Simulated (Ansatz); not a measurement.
Cu(PH3)Br (CuPH3Br), relaxed as a singlet with RKS PBE0-D4/def2-TZVP in Ansatz, starting from the GFN2-xTB geometry. Force threshold 0.02 eV/Å.

Start:

```xyz
6

Cu    1.119   -0.683   -0.649
P    -0.579    0.353    0.321
H    -0.393    1.543    0.998
H    -1.303   -0.261    1.325
H    -1.679    0.777   -0.398
Br    2.835   -1.730   -1.596
```

Estimate the energy that the relaxation releases and the steps that it takes.

0.05 eV, in 4 steps; 11 s on 4 threads of Arm Neoverse V2 on a shared host. No frequencies were taken in this run, so the end may be a saddle point.

Does the start keep its bonding and symmetry?

By distances, no bond broke or formed. The bond that changes most is Cu1–P2, from 2.21 to 2.17 Å (atoms count from 1). Point group C3v at the start, C3v at the end, both within 0.05 Å.

Predict the relaxed structure.


```xyz
6

Cu    1.090   -0.665   -0.621
P    -0.578    0.352    0.327
H    -0.344    1.568    1.001
H    -1.295   -0.310    1.343
H    -1.671    0.762   -0.462
Br    2.799   -1.708   -1.588
```
Bond lengths: 1 × Cu–P 2.17 Å; 1 × Br–Cu 2.22 Å; 3 × H–P 1.41 Å.
